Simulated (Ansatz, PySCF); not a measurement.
This Ansatz (a quantum-chemistry and plane-wave program) input computes a SVWN5/def2-TZVPD energy:

Ansatz 0.2 input:
```yaml
crystal:
  periodic: [false, false, false]
  atoms:
    - {symbol: In, position_ang: [-0.00000000, -0.00000000, -1.45691039]}
    - {symbol: I, position_ang: [0.00000000, 0.00000000, 1.34695489]}
basis:
  gaussian:
    orbitals: def2-TZVPD
hamiltonian:
  xc: {name: SVWN5}
output: {forces: true}
```

Question: Write an input for the same energy in PySCF and say what it gives.

Answer: 
```python
from pyscf import gto, scf, dft

mol = gto.M(
    atom='''
    In   -0.00000000   -0.00000000   -1.45691039
    I     0.00000000    0.00000000    1.34695489
    ''',
    basis='def2-tzvpd',
    ecp='def2-tzvp',
    charge=0,
    spin=0,
    verbose=4,
)

mf = dft.RKS(mol, xc='svwn').density_fit(auxbasis='def2-universal-jkfit')
mf.grids.level = 3
mf.conv_tol = 1e-9
mf.max_cycle = 100
mf.max_memory = 1500
mf.kernel()
if not mf.converged:
    mf = mf.newton()
    mf.kernel(mf.make_rdm1())
mf.analyze()
```
It gives -487.21172 Eh, and Ansatz -487.21168 Eh, a difference of 0.04 mEh, from the treatment of integrals and grids.
